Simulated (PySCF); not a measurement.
Species: (Cl)3Zr-NH-SiH3 (singlet state).
Bonds: Zr1–Cl2, Zr1–Cl3, Zr1–Cl4, Zr1–N5, N5–Si6. Hydrogens: H7 on N5; H8, H9, H10 on Si6.

Method: PBE0-D3(BJ)/def2-SVP geometry optimisation, gas phase, def2 core potentials past Kr in PySCF; density fitting, grid level 1; the optimiser is geomeTRIC in internal coordinates, started from a GFN2-xTB structure with every atom displaced at random (about 0.03 Å).

Step 3: E = -48256.6904 eV
```
atom  x, y, z in Å  |  force x, y, z in eV/Å
Zr1     1.0429    0.6553    0.8837   -0.081   0.091  -0.058
Cl2     2.8725   -0.3531   -0.1701    0.041  -0.039  -0.022
Cl3     1.5425    2.8836    1.3311    0.011   0.127   0.022
Cl4     0.4891   -0.4191    2.8945   -0.018  -0.098   0.035
N5     -0.5103    0.7010   -0.3867    0.005  -0.173   0.042
Si6    -1.0199   -0.9059   -0.8836    0.083   0.132   0.060
H7     -0.9870    1.5269   -0.7481    0.011  -0.051  -0.012
H8     -0.8157   -1.1723   -2.3349   -0.007   0.015  -0.047
H9     -0.0707   -1.7609   -0.0918   -0.012  -0.013  -0.012
H10    -2.4187   -1.2323   -0.4897   -0.033   0.008  -0.008
```

Step 4: E = -48256.6952 eV
```
atom  x, y, z in Å  |  force x, y, z in eV/Å
Zr1     1.0477    0.6673    0.8910   -0.003   0.116   0.011
Cl2     2.8614   -0.3497   -0.1799    0.068  -0.049  -0.004
Cl3     1.5351    2.9064    1.3251    0.000   0.066   0.013
Cl4     0.4794   -0.4367    2.8822    0.015  -0.077   0.043
N5     -0.4971    0.6922   -0.3767   -0.103  -0.131  -0.052
Si6    -1.0186   -0.9091   -0.8795    0.107   0.071   0.070
H7     -0.9710    1.5155   -0.7460   -0.005  -0.003  -0.016
H8     -0.8131   -1.1716   -2.3326   -0.023   0.032  -0.028
H9     -0.0763   -1.7730   -0.0914   -0.037  -0.035  -0.019
H10    -2.4229   -1.2182   -0.4878   -0.020   0.010  -0.018
```

Q: Estimate the geometry and energy of step 5. (The exact step hangs on the optimiser's Hessian estimate; all steps are aligned on step 4, rigid shifts and turns removed.)

A: E = -48256.7018 eV, largest force 0.100 eV/Å
```
atom  x, y, z in Å  |  force x, y, z in eV/Å
Zr1     1.0610    0.6952    0.9069   -0.020   0.096  -0.017
Cl2     2.8611   -0.3420   -0.1727    0.034  -0.025   0.042
Cl3     1.5233    2.9526    1.3165   -0.017  -0.041  -0.008
Cl4     0.4896   -0.4615    2.8708    0.063   0.006   0.004
N5     -0.4805    0.6722   -0.3634   -0.047  -0.017  -0.014
Si6    -1.0205   -0.9175   -0.8759    0.078  -0.047   0.042
H7     -0.9511    1.4899   -0.7489   -0.003   0.039  -0.001
H8     -0.8193   -1.1620   -2.3346   -0.033   0.038  -0.002
H9     -0.1023   -1.8123   -0.0996   -0.051  -0.055  -0.022
H10    -2.4365   -1.1914   -0.4946   -0.004   0.005  -0.025
```

The energy changes by -0.0066 eV. The first-order estimate −F·Δx gives -0.0108 eV and the mean of the old and new forces, exact on a quadratic surface, -0.0076 eV. The step makes an angle of 69° with the force vector and moves no atom by more than 0.048 Å.

The cost below is that of the whole optimisation. On Arm Neoverse N1, one thread, shared host with 64 logical CPUs at a one-minute load of 17, this took 4.0 min wall and 0.62 GiB of memory at its peak.
